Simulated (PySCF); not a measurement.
A species of formula C5H13BSSi has this rotational fingerprint, computed with PySCF 2.14.0, PBE0-D3(BJ)/def2-SVP geometry optimisation, gas phase:

* Rotational constants: A = 2836, B = 772.2, C = 631.2 MHz
* Dipole components: |μa| = 0.74 D, |μb| = 1.10 D, |μc| = 0.27 D
* Inertial defect: -31.94 u·Å²
* κ: -0.87

**Question.** Which structure is it? (One computed conformer of each.)
A. `[SiH3:1][S:2][C@@H:3]1[BH:4][CH2:5][CH2:6][CH2:7][CH2:8]1` with Si1–S2–C3–B4 59°, S2–C3–B4–C5 -156°, C3–B4–C5–C6 21°, B4–C5–C6–C7 -38°, C5–C6–C7–C8 60°
B. `[SiH3:1][S:2][B:3]1[CH2:4][CH2:5][CH2:6][CH2:7][CH2:8]1` with Si1–S2–B3–C4 175°, S2–B3–C4–C5 153°, B3–C4–C5–C6 45°, C4–C5–C6–C7 -59°, C5–C6–C7–C8 59°

**Answer.** B. It is [SiH3]SB1CCCCC1, an asymmetric top, point group C1. The candidates at the same level (rigid rotor, commonest isotopes):

```csv
SMILES,A (MHz),B (MHz),C (MHz),μa (D),μb (D),μc (D),Δ (u·Å²),point group,rotor
[SiH3]S[C@@H]1BCCCC1,2382,863.7,809.9,1.92,0.30,0.51,-173.30,C1,near-prolate asymmetric top
[SiH3]SB1CCCCC1,2836,772.2,631.2,0.74,1.10,0.27,-31.94,C1,asymmetric top
```

`[SiH3]S[C@@H]1BCCCC1` has C 28 % too high. No structure here is proved a minimum.
